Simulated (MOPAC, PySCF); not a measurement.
C2H5NO, SMILES `C=NCO` (C–N–C–O torsion -130°, N–C–O–H torsion -47°), neutral singlet in the gas phase. 

Cartesian coordinates (Å):
```xyz
9

C      1.4766     0.3225    -0.2640
N      0.2495     0.5299    -0.4566
C     -0.7068    -0.1356     0.4052
O     -1.6999    -0.7712    -0.3634
H      2.2101     0.8203    -0.8950
H      1.8600    -0.3451     0.5177
H     -0.2528    -0.9162     1.0268
H     -1.1391     0.6339     1.0583
H     -1.9976    -0.1384    -1.0290
```
Charge 0, spin multiplicity 1.

All levels are single points at this geometry (B3LYP-D3(BJ)/def2-TZVP); Pople sets use spherical d functions. Orbital energies aren't observables, and empty levels follow the basis.

```tsv
level	HOMO (eV)	LUMO (eV)	gap (eV)	dipole (D)	vertical IE, Delta-SCF (eV)
B3LYP-D3(BJ)/def2-TZVP in PySCF	-7.52	-0.93	6.59	1.71	–
PBE-D3(BJ)/def2-TZVP in PySCF	-6.25	-1.79	4.46	1.55	–
B3LYP/6-311+G** in PySCF	-7.59	-1.09	6.50	1.92	–
B3LYP/6-31G* in PySCF	-7.20	-0.40	6.80	1.58	9.87
M06-2X/6-31G* in PySCF	-8.94	0.89	9.83	1.68	–
PBE/6-31G* in PySCF	-5.90	-1.32	4.58	1.43	–
SVWN5/6-31G* in PySCF	-5.98	-1.55	4.43	1.47	–
HF/6-31G* in PySCF	-11.33	4.20	15.52	2.04	–
HF/STO-3G in PySCF	-9.33	7.87	17.19	1.34	–
AM1 in MOPAC	-10.59	0.99	11.58	1.89	–
PM3 in MOPAC	-10.37	0.73	11.10	1.70	–
PM6 in MOPAC	-10.26	0.44	10.70	2.38	–
PM7 in MOPAC	-10.40	0.41	10.81	2.38	–
```
